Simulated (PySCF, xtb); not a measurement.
Cl₂Mg, SMILES [Cl][Mg-][Cl], charge -1, multiplicity 2.

Harmonic wavenumbers (cm⁻¹) from GFN2-xTB run with xtb at its own minimum, in rising order: 53, 162, 306.

Q: What does PySCF with B3LYP-D3(BJ)/def2-TZVPD give at its own minimum? (The exact figures need the calculation; the answer reports its results.)

A: 104, 308, 390. Paired by order, the mean absolute difference is 94 cm⁻¹ and the zero-point energies are 0.7 and 1.1 kcal/mol.
